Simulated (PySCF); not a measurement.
## Dipole response of Sc⁺ (scandium, charge +1)

[Ar] 3d2, high-spin 3F determinant (an excited configuration). All numbers are calculated (PySCF 2.14, scalar relativity by spin-free X2C-1e, in aug-cc-pVTZ-DK (8s7p5d3f2g, 93 functions)). Coupled (time-dependent) response in atomic units; α is the mean over directions.

| method | mean α (bohr³) | α xx, yy, zz | C₆ (like pair) | S(−4) |
| --- | --- | --- | --- | --- |
| BLYP | 34.31 | 34.52, 34.52, 33.90 | 122.2 | 4158 |
| r2SCANh | 29.06 | 29.14, 29.14, 28.89 | 107.5 | 2280 |

S(−4) is the Cauchy moment in α(ω) = α(0) + S(−4) ω² + …

α(iu) at r2SCANh:

```tsv
u (hartree)	α(iu) (bohr³)
0	29.06
0.0500	24.56
0.100	17.95
0.200	11.08
0.300	8.230
0.500	5.584
0.750	3.965
1.00	3.011
1.50	1.919
2.00	1.322
3.00	0.7229
5.00	0.3052
```

For an ion, C₆ is the dispersion term alone; charge-induced terms of lower order in 1/R come first.

The components differ because the open shell of this determinant is not spherical; for a pure term their mean is the scalar polarisability.
